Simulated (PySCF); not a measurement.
Simulated C 1s region for `[NH2][Ge@H]([Br])[CH]1CC1`, binding energy against the vacuum level.

Every computed line was given a Gaussian of 0.6 eV full width at half maximum and an area set by the number of equivalent atoms; the highest printed point is 100. Theory: delta-SCF UKS SCAN, pcX-2 on the ionised atom, pcseg-1 elsewhere, spin-free X2C (PySCF).

| binding energy (eV) | intensity |
| --- | --- |
| 289.5 | 0 |
| 289.6 | 1 |
| 289.7 | 2 |
| 289.8 | 4 |
| 289.9 | 10 |
| 290.0 | 19 |
| 290.1 | 33 |
| 290.2 | 51 |
| 290.3 | 71 |
| 290.4 | 88 |
| 290.5 | 99 |
| 290.6 | 100 |
| 290.7 | 89 |
| 290.8 | 71 |
| 290.9 | 49 |
| 291.0 | 29 |
| 291.1 | 15 |
| 291.2 | 7 |
| 291.3 | 3 |
| 291.4 | 1 |
| 291.5 | 0 |

Question: How many maxima does the curve show, and how many computed lines lie under it?

Answer: The curve has 1 maximum (at 290.6 eV). Under it lie 3 lines from 3 inequivalent carbon sites. At this width some lines have no maximum of their own.

Question: Decompose the envelope and assign each component. Numbering: `[NH2:1][Ge@H:2]([Br:3])[CH:4]1[CH2:5][CH2:6]1`.

Answer: 
```
position (eV)  relative area  line  atoms                    environment
       290.34              1  C 1s     C4  sp3 carbon bound to germanium
       290.63              1  C 1s     C5     three-membered-ring carbon
       290.64              1  C 1s     C6     three-membered-ring carbon
```

Question: What are the centre and the root-mean-square width of the whole band?

Answer: The area-weighted mean of the lines is 290.54 eV. Their own spread about it is 0.14 eV (rms) and each Gaussian has σ = 0.6/2.355 = 0.25 eV; the variances add, which gives 0.29 eV.

Lowest listed C 1s: C4, bonded to 2 C, H and Ge. Highest, 0.30 eV above it: C6, bonded to 2 C and 2 H. The widest gap between neighbouring values is 0.29 eV, between 290.34 and 290.63 eV. The values 290.63 and 290.64 eV lie too close for their order to be trusted.

The curve has no shake-up lines and no vibrational structure. One conformer (not necessarily the lowest) at the PBE0-D3(BJ)/def2-SVP geometry, without solvent, vibrations or thermal averaging.

Shape of the structure used: `[NH2:1][Ge@H:2]([Br:3])[CH:4]1[CH2:5][CH2:6]1`: N1–Ge2–C4–C5 53°, H–N1–Ge2–Br3 -23°, H–N1–Ge2–Br3 -147°.
